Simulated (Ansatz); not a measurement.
`CO[Si](N)(F)[SiH3]`, charge 0, multiplicity 1.

Task: Give a relaxed structure at PBE0-D4/def2-TZVP (Ansatz 0.2.0). (An estimate is asked.)

Result: Ansatz gave: 
```xyz
14

C    -0.920   -0.710   -2.056
O    -0.798    0.101   -0.904
Si    0.490    0.168    0.087
N     0.988   -1.400    0.534
F     1.778    0.763   -0.660
Si   -0.144    1.633    1.792
H    -0.494   -0.202   -2.925
H    -0.414   -1.671   -1.925
H    -1.981   -0.889   -2.238
H     0.384   -2.024    1.043
H     1.961   -1.599    0.701
H    -0.604    2.943    1.260
H     1.003    1.866    2.712
H    -1.250    1.022    2.580
```
This is one stationary point; other conformers may exist.
